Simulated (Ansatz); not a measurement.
The first iterations of a band of C₂H₄Si₂ (8 atoms, charge 0, multiplicity 1).

The calculation used Ansatz 0.2.0, UKS PBE-D4/def2-SVP.

| Quantity | Value |
| --- | --- |
| movable images | 5 |
| climbing image | yes |
| spring | 5.0 eV/Å² |
| optimiser | quadratic models (default) |
| start path | through a guess of the saddle point |
| force threshold | 0.2 eV/Å |
| iteration limit | 60 |
| end points | relaxed |

Image 0:

```xyz
8
Properties=species:S:1:pos:R:3
C -0.599 1.546 -0.921
Si 0.627 0.538 -0.194
C 0.239 -1.030 0.564
Si -0.004 -2.153 1.790
H -0.364 2.459 -1.494
H -1.667 1.285 -0.846
H 2.060 0.951 -0.341
H -0.293 -3.596 1.442
```

Image 6:

```xyz
8
Properties=species:S:1:pos:R:3
C -0.670 0.972 -0.352
Si 0.825 -0.120 -0.464
C 0.141 -1.433 0.520
Si -1.001 -0.206 1.254
H -0.578 2.066 -0.210
H -1.444 0.745 -1.110
H 2.249 0.409 -0.471
H 0.477 -2.433 0.833
```

| iteration | highest image above the first end (eV) | largest band force component (eV/Å) |
| --- | --- | --- |
| 1 | 4.503 | 17.332 |
| 2 | 1.611 | 7.444 |
| 3 | 0.863 | 3.522 |
| 4 | 0.452 | 1.325 |

Q: Does the band converge within its limit, and where does its top end?

A: The forces met the threshold. It ended after 13 iterations with the highest image 0.153 eV above the first end. The threshold of 0.2 eV/Å is loose, so the images may lie well off the minimum-energy path. Another band between the same ends (5 images) ends at a top of the same energy, where a vibrational analysis finds 1 clearly imaginary mode. The orbitals were unrestricted but ended closed-shell.

Time of the run: 100 s on 2 threads of Intel(R) Xeon(R) Platinum 8488C (Sapphire Rapids), with other jobs on the host, peak memory 0.21 GiB.
